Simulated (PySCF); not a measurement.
H$_{2}$Be, singlet, geometry from GFN2-xTB (such geometries of metal compounds can be far from the true shape); PBE/6-31G** (PySCF).

Input for PySCF:
```python
from pyscf import gto, scf, dft

mol = gto.Mole()
mol.atom = '''
    Be    0.000000    0.000000    0.000000
    H     0.000000    0.000000    1.279391
    H    -0.000000   -0.000000   -1.279391
'''
mol.basis = '6-31g**'
mol.charge = 0
mol.spin = 0
mol.verbose = 3
mol.build()

mf = dft.RKS(mol)
mf.xc = 'pbe'
mf.kernel()
mf.analyze()
```

Task: What does PySCF print? Leave out banner, timings and long lists.

Result: 
```
converged SCF energy = -15.8550533504332
**** MO energy ****
MO #1   energy= -3.82992874414689  occ= 2
MO #2   energy= -0.30703936850197  occ= 2
MO #3   energy= -0.272747177251034 occ= 2
MO #4   energy= -0.0466091655184993 occ= 0
MO #5   energy= -0.046609165518493 occ= 0
MO #6   energy= 0.0763687170205851 occ= 0
MO #7   energy= 0.167440068617758  occ= 0
MO #8   energy= 0.280085638604971  occ= 0
MO #9   energy= 0.280085638604972  occ= 0
MO #10  energy= 0.286115004307554  occ= 0
MO #11  energy= 0.395589087211889  occ= 0
 ** Mulliken atomic charges  **
charge of    0Be =      0.96287
charge of    1H =     -0.48143
charge of    2H =     -0.48143
Dipole moment(X, Y, Z, Debye): -0.00000, -0.00000,  0.00000
```
